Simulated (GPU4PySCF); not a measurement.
DNBDT (C₂₆H₁₄S₂), SMILES c1ccc2cc3c(cc2c1)sc1cc2c(cc13)sc1cc3ccccc3cc12. Atoms are numbered in the order given.

```xyz
42

C      7.8738    -0.7643     0.5393
C      7.3360    -1.2910     1.7477
C      5.9804    -1.2985     1.9540
C      5.0856    -0.7814     0.9673
C      3.6797    -0.7811     1.1640
C      2.8378    -0.2762     0.1959
C      3.3926     0.2505    -1.0147
C      4.7495     0.2653    -1.2370
C      5.6256    -0.2529    -0.2452
C      7.0423    -0.2603    -0.4281
S      2.1567     0.8436    -2.1170
C      0.8803     0.4020    -0.9881
C     -0.4832     0.5894    -1.2000
C     -1.3739     0.1836    -0.2022
C     -0.8797    -0.4017     0.9873
C      0.4837    -0.5892     1.1996
C      1.3741    -0.1833     0.2016
S     -2.1560    -0.8433     2.1163
C     -3.3921    -0.2502     1.0142
C     -4.7489    -0.2653     1.2369
C     -5.6252     0.2529     0.2452
C     -7.0419     0.2602     0.4283
C     -7.8740     0.7641    -0.5387
C     -7.3370     1.2909    -1.7474
C     -5.9813     1.2983    -1.9535
C     -5.0857     0.7815    -0.9674
C     -3.6799     0.7813    -1.1643
C     -2.8376     0.2765    -0.1965
H      8.9565    -0.7636     0.3858
H      8.0102    -1.6897     2.5107
H      5.5616    -1.7020     2.8807
H      3.2747    -1.1877     2.0952
H      5.1648     0.6693    -2.1642
H      7.4530     0.1450    -1.3575
H     -0.8489     1.0431    -2.1244
H      0.8495    -1.0429     2.1240
H     -5.1639    -0.6693     2.1641
H     -7.4523    -0.1451     1.3579
H     -8.9566     0.7631    -0.3847
H     -8.0114     1.6896    -2.5102
H     -5.5628     1.7019    -2.8803
H     -3.2751     1.1879    -2.0957
```
Charge 0, spin multiplicity 1.

Geometry: ωB97X-D3(BJ)/def2-SVP.

Two levels are set side by side: PBE-D3(BJ)/def2-SVP (GPU4PySCF) and ωB97X-D3(BJ)/def2-SVP (GPU4PySCF). Each level has its own optimised geometry; the coordinates shown are those of the second. Frequencies come from the Hessian of GPU4PySCF at each geometry. Differences are taken from unrounded values.

```
quantity                            ωB97X-D3(BJ)
----------------------------------  ------------
mean bond length (Å)                       1.347
bond C1–C2 (Å)                             1.424
bond C1–C10 (Å)                            1.372
bond C2–C3 (Å)                             1.371
bond C3–C4 (Å)                             1.429
bond C4–C5 (Å)                             1.420
bond C4–C9 (Å)                             1.429
bond C5–C6 (Å)                             1.379
bond C6–C7 (Å)                             1.432
bond C6–C17 (Å)                            1.467
bond C7–C8 (Å)                             1.375
bond C7–S11 (Å)                            1.759
bond C8–C9 (Å)                             1.421
bond C9–C10 (Å)                            1.429
bond S11–C12 (Å)                           1.760
bond C12–C13 (Å)                           1.392
bond C12–C17 (Å)                           1.415
highest harmonic wavenumber (cm⁻¹)          3234
mean harmonic wavenumber (cm⁻¹)             1174
zero-point energy (kcal/mol)              201.37
```

Task: What does PBE-D3(BJ) give, and how far is it from ωB97X-D3(BJ)? (Estimate from the structure and the level; the computed values follow.)

Result: 
```tsv
quantity	PBE-D3(BJ)	PBE-D3(BJ) minus ωB97X-D3(BJ)
mean bond length (Å)	1.354	0.007
bond C1–C2 (Å)	1.423	0.000
bond C1–C10 (Å)	1.386	0.014
bond C2–C3 (Å)	1.385	0.014
bond C3–C4 (Å)	1.428	-0.001
bond C4–C5 (Å)	1.420	0.000
bond C4–C9 (Å)	1.450	0.021
bond C5–C6 (Å)	1.393	0.015
bond C6–C7 (Å)	1.441	0.009
bond C6–C17 (Å)	1.456	-0.011
bond C7–C8 (Å)	1.387	0.012
bond C7–S11 (Å)	1.765	0.006
bond C8–C9 (Å)	1.423	0.002
bond C9–C10 (Å)	1.427	-0.001
bond S11–C12 (Å)	1.767	0.007
bond C12–C13 (Å)	1.399	0.006
bond C12–C17 (Å)	1.430	0.015
highest harmonic wavenumber (cm⁻¹)	3135	-98
mean harmonic wavenumber (cm⁻¹)	1127	-47
zero-point energy (kcal/mol)	193.32	-8.04
```

Exact exchange shortens and stiffens bonds; PBE has none. Differences between two approximate levels are no errors against the true value.
